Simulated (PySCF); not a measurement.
# Dipole response of V²⁺ (vanadium, charge +2)

[Ar] 3d3, high-spin 4F determinant. All numbers are calculated (PySCF 2.14, the non-relativistic Hamiltonian (point nucleus), in aug-cc-pwCVTZ). Coupled (time-dependent) response in atomic units; α is the mean over directions.

| method | mean α (bohr³) | C₆ (like pair) | S(−4) |
| --- | --- | --- | --- |
| PBE0 | 4.533 | 13.70 | 14.27 |

S(−4) is the Cauchy moment in α(ω) = α(0) + S(−4) ω² + …

α(iu) at PBE0:

| u (hartree) | α(iu) (bohr³) |
| --- | --- |
| 0 | 4.533 |
| 0.0500 | 4.498 |
| 0.100 | 4.399 |
| 0.200 | 4.074 |
| 0.300 | 3.697 |
| 0.500 | 3.040 |
| 0.750 | 2.453 |
| 1.00 | 2.031 |
| 1.50 | 1.453 |
| 2.00 | 1.080 |
| 3.00 | 0.6524 |
| 5.00 | 0.3096 |

A single London oscillator, α(iu) = α/(1 + u²/ω²), gives C₆ = (3/4) ω α². Matching the computed C₆ needs ω = 4 × 13.70 / (3 × 4.533²) = 0.889 hartree.

For an ion, C₆ is the dispersion term alone; charge-induced terms of lower order in 1/R come first.
